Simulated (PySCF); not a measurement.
# Complete the spectrum of C4H8ClFSi2

C4H8ClFSi2.
Z-matrix (Å and degrees, GFN2-xTB geometry), rows numbered from 1:
```
F 
Si  1  1.6188
Si  2  2.3045  1  106.30
C   3  1.8712  2  108.94  1   175.14
C   4  1.3386  3  135.19  2     8.31
Cl  5  1.7095  4  133.30  3    -0.90
C   5  1.4970  4   96.63  3   179.21
C   4  1.5200  3  133.41  2  -172.68
H   2  1.4600  1  102.27  3   123.23
H   2  1.4596  1  102.23  3  -123.23
H   3  1.4729  2  114.77  1    56.28
H   3  1.4738  2  114.27  1   -65.99
H   7  1.0887  5  115.35  4  -115.35
H   7  1.0884  5  115.42  4   115.64
H   8  1.0872  4  114.49  3   -63.23
H   8  1.0875  4  114.49  3    64.63
```

The calculation used PySCF, TDDFT CAM-B3LYP/def2-SVPD, vertical, gas phase, core orbitals frozen in the response.

Orbital energies (eV): HOMO-3 -10.89, HOMO-2 -10.41, HOMO-1 -9.75, HOMO -8.64, LUMO 0.28, LUMO+1 0.42, LUMO+2 1.11.

Lowest singlets, with some entries withheld (?).

| state | λ (nm) | f | main configurations (H = HOMO, L = LUMO) |
| --- | --- | --- | --- |
| S1 | 203.8 | ? | H→L (90%) |
| S2 | 201.1 | ? | H→L+1 (93%) |
| S3 | 188.1 | ? | H-1→L+1 (65%), H-2→L+1 (20%) |
| S4 | 185.4 | ? | H-1→L (80%) |
| S5 | 178.8 | ? | H→L+2 (54%), H→L+3 (23%) |
| S6 | 174.5 | ? | H→L+2 (31%), H→L+3 (30%), H→L+6 (14%) |
| S7 | 171.8 | ? | H→L+6 (33%), H→L+3 (32%), H→L+4 (13%) |
| S8 | 170.8 | ? | H-2→L+1 (63%), H-1→L+1 (18%) |

(1) What stands in place of each question mark?

(2) Where do the lowest triplets lie (Tamm–Dancoff)?

(3) What is the mean static polarisability from the same response equations?

(4) How far apart are S2 and S4, in eV and cm⁻¹?

Results:

(1) 
- S1: f = 0.015
- S2: f = 0.238
- S3: f = 0.0079
- S4: f = 0.072
- S5: f = 0.0058
- S6: f = 0.0020
- S7: f = 0.0021
- S8: f = 0.0062

(2) T1 3.95 eV, H→L+1 (82%); T2 5.82 eV, H-1→L (66%), H→L (18%); T3 6.02 eV, H→L (67%), H-1→L (17%). E(S1) − E(T1) = +2.13 eV.

(3) 111.9 au (16.58 Å³), with principal values 85.2, 124.1 and 126.2 au.

(4) 6.686 − 6.165 = 0.521 eV, or about 4200 cm⁻¹.

Hardware: one thread, Arm Neoverse N1 (aarch64), no GPU, on a shared host. Cost: 2.1 min wall, 1.2 GiB resident at most.

One conformer stands for the species.
